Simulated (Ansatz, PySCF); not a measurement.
System: CH3Se, charge 0, doublet. CH3Se (SMILES [Se]C, doublet).
B3LYP-D3(BJ)/def2-TZVP minimum from Ansatz (a quantum-chemistry and plane-wave program):
```
C
H 1 1.0870
H 1 1.0870 2 111.39
H 1 1.0918 2 108.97 3 -120.24
Se 1 1.9534 2 110.54 4 -116.45
```
Charge 0, spin multiplicity 2.

Atomisation energy term by term, kcal/mol (programs: Ansatz). UHF or UKS for unpaired electrons; spin-orbit terms are left out. Cores are frozen in correlated methods (noble-gas shells, and filled d and f shells in the p block). No relativity. CBS(X,Y): correlation extrapolated as X^-3, Hartree-Fock from the larger set. A bracket is a step between two methods taken in the basis named. Where a partner has so few electrons that a lower coupled-cluster level is exact, that level stands in.

| term | basis | kcal/mol |
|---|---|---|
| Hartree-Fock | cc-pVQZ | 276.16 |
| CCSD correlation | CBS(cc-pVTZ,cc-pVQZ) | 91.25 |
| (T) | CBS(cc-pVTZ,cc-pVQZ) | 5.19 |
| CCSDT(Q) - CCSD(T) | cc-pVTZ | 0.13 |
| CCSDTQ - CCSDT(Q) | cc-pVDZ | -0.02 |
| minus zero-point energy | Hessian by PySCF at B3LYP-D3(BJ)/def2-TZVP | -21.97 |
| sum: D0 |  | 350.7 |

The step beyond CCSD(T) by other levels: CCSDTQ in cc-pVDZ 0.28; CCSDT(Q) in cc-pVDZ 0.29 kcal/mol.
